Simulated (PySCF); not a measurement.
# Ionisation energy of Ar⁺ by level of theory

Ar⁺ [Ne] 3s2 3p5 (2P) → Ar²⁺ [Ne] 3s2 3p4 (3P), as a difference of total energies. Calculation: PySCF 2.14, in aug-cc-pV(D+d)Z; the non-relativistic Hamiltonian (point nucleus). Correlated levels: valence: [Ne] frozen. The calculations carry no spin-orbit coupling.

| method | ionisation energy (eV) |
| --- | --- |
| UHF | 26.397 |
| LDA | 27.845 |
| PBE | 27.621 |
| PBE0 | 27.631 |
| r2SCAN | 27.700 |
| M06-2X | 27.656 |
| wB97X | 27.632 |
| BLYP | 27.546 |
| r2SCANh | 27.686 |
| MP2 (valence) | 27.141 |
| SCS-MP2 (valence) | 27.109 |

Problem. How much does correlation contribute at MP2 (valence)?

Solution. 27.141 − (26.397) = 0.744 eV, measured against UHF.

A first-order spin-orbit estimate (lowest level to lowest level, LS coupling) adds -0.006 eV.

Errors of the correlated levels include the incompleteness of this basis and the frozen core.

For comparison: 27.630 eV (measured; NIST Atomic Spectra Database, ionization energies).
